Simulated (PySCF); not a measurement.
Match the calculated data to a structure.

All candidates are C11H12.

| technique | computed result |
| --- | --- |
| Dipole | 0.52 D [PBE0/pcSseg-1] |
| 1H NMR | chemical shifts (computed TMS as zero) by class: 7.56 (1 H), 7.50 (1 H), 7.49 (1 H), 7.48 (1 H), 6.04 (1 H), 5.56 (1 H), 5.44 (1 H), 3.81 (1 H), 3.12 (1 H), 2.96 (1 H), 2.28 (1 H), 1.84 (1 H) ppm [GIAO PBE0/pcSseg-1] |
| Rotational structure | rotational constants A, B, C: 1.999, 0.924, 0.655 GHz [GFN2-xTB] |
| 13C NMR | chemical shifts (computed TMS as zero) by class: 151.7 (1 C), 151.6 (1 C), 149.8 (1 C), 132.3 (1 C), 131.8 (1 C), 130.2 (1 C), 129.8 (1 C), 122.2 (1 C), 55.9 (1 C), 37.9 (1 C), 35.9 (1 C) ppm [GIAO PBE0/pcSseg-1] |

Gas-phase values; electronic properties from PySCF, density fitting. Levels stand in brackets. Isolated species at its GFN2-xTB geometry (one conformer only). Each NMR value is the plain mean over a class of atoms that symmetry, rotation or inversion makes alike.

Task: Which candidate is it?
A. `C=C1CC[C@H]1c1ccccc1`
B. `C#Cc1c(C)cccc1CC`
C. `C=C[C@@H]1CCc2ccccc21`
D. `C=C(C)C(=C)c1ccccc1`

Result: C. It is `C=C[C@@H]1CCc2ccccc21`. Numbering: `[CH2:1]=[CH:2][C@@H:3]1[CH2:4][CH2:5][c:6]2[cH:7][cH:8][cH:9][cH:10][c:11]21`. Its formula, C11H12, gives 6 degrees of unsaturation: 2 rings and 4 π bonds in the structure found (Kekulé form). 11 carbons fall into 11 classes; from least to most shielded: alkene CH carbon [C2] (151.7 ppm), substituted aromatic carbon [C11] (151.6 ppm), substituted aromatic carbon [C6] (149.8 ppm), aromatic CH carbon [C8] (132.3 ppm), aromatic CH carbon [C9] (131.8 ppm), aromatic CH carbon [C10] (130.2 ppm), aromatic CH carbon [C7] (129.8 ppm), terminal =CH2 carbon [C1] (122.2 ppm), benzylic-type carbon [C3] (55.9 ppm), ring CH2 carbon [C4] (37.9 ppm), benzylic-type carbon [C5] (35.9 ppm). Hydrogen classes from least to most shielded: 1 H on an aromatic CH carbon, C7 (7.56 ppm), 1 H on an aromatic CH carbon, C10 (7.50 ppm), 1 H on an aromatic CH carbon, C8 (7.49 ppm), 1 H on an aromatic CH carbon, C9 (7.48 ppm), 1 H on an alkene CH carbon, C2 (6.04 ppm), 1 H on a terminal =CH2 carbon, C1 (5.56 ppm), 1 H on a terminal =CH2 carbon, C1 (5.44 ppm), 1 H on a benzylic-type carbon, C3 (3.81 ppm), 1 H on a benzylic-type carbon, C5 (3.12 ppm), 1 H on a benzylic-type carbon, C5 (2.96 ppm), 1 H on a ring CH2 carbon, C4 (2.28 ppm), 1 H on a ring CH2 carbon, C4 (1.84 ppm). The optimised geometry has point group C1 and is an asymmetric top.

The others, at the same levels:
- `C=C(C)C(=C)c1ccccc1` fails: it has 9 carbon classes against 11; its computed 13C shifts are 160.8 (1 C), 151.9 (1 C), 150.0 (1 C), 135.8 (2 C), 133.3 (2 C), 133.1 (1 C), 127.0 (1 C), 120.1 (1 C), 24.0 (1 C) ppm, 1H shifts are 7.63 (2 H), 7.62 (2 H), 7.60 (1 H), 5.55 (1 H), 5.44 (1 H), 5.40 (1 H), 5.08 (1 H), 2.20 (3 H) ppm and rotational constant A is 2.458 GHz (against 1.999 GHz).
- `C=C1CC[C@H]1c1ccccc1` fails: it has 9 carbon classes against 11; its computed 13C shifts are 164.7 (1 C), 153.5 (1 C), 133.9 (2 C), 133.6 (2 C), 131.7 (1 C), 116.6 (1 C), 51.2 (1 C), 29.9 (1 C), 29.8 (1 C) ppm, 1H shifts are 7.59 (2 H), 7.54 (2 H), 7.48 (1 H), 5.41 (1 H), 5.15 (1 H), 3.91 (1 H), 2.99 (1 H), 2.91 (1 H), 2.55 (1 H), 1.90 (1 H) ppm and rotational constant A is 2.446 GHz (against 1.999 GHz).
- `C#Cc1c(C)cccc1CC` fails: its computed 13C shifts are 155.7 (1 C), 149.1 (1 C), 134.7 (1 C), 131.6 (1 C), 130.9 (1 C), 124.3 (1 C), 96.9 (1 C), 86.2 (1 C), 33.6 (1 C), 25.1 (1 C), 19.4 (1 C) ppm, 1H shifts are 7.49 (1 H), 7.37 (1 H), 7.35 (1 H), 3.32 (1 H), 2.98 (2 H), 2.63 (3 H), 1.25 (3 H) ppm and rotational constant A is 1.411 GHz (against 1.999 GHz).

Each candidate is one conformer, not necessarily the lowest. The conformers computed, where there is a choice (atom-mapped SMILES and torsion angles):
- `[CH2:1]=[C:2]([CH3:3])[C:4](=[CH2:5])[c:6]1[cH:7][cH:8][cH:9][cH:10][cH:11]1`: C1–C2–C4–C5 162°, C2–C4–C6–C7 127°
- `[CH2:1]=[C:2]1[CH2:3][CH2:4][C@H:5]1[c:6]1[cH:7][cH:8][cH:9][cH:10][cH:11]1`: C4–C5–C6–C7 -118°
- `[CH:1]#[C:2][c:3]1[c:4]([CH3:5])[cH:6][cH:7][cH:8][c:9]1[CH2:10][CH3:11]`: C8–C9–C10–C11 92°

The conformers of `C=C[C@@H]1CCc2ccccc21` aren't listed.
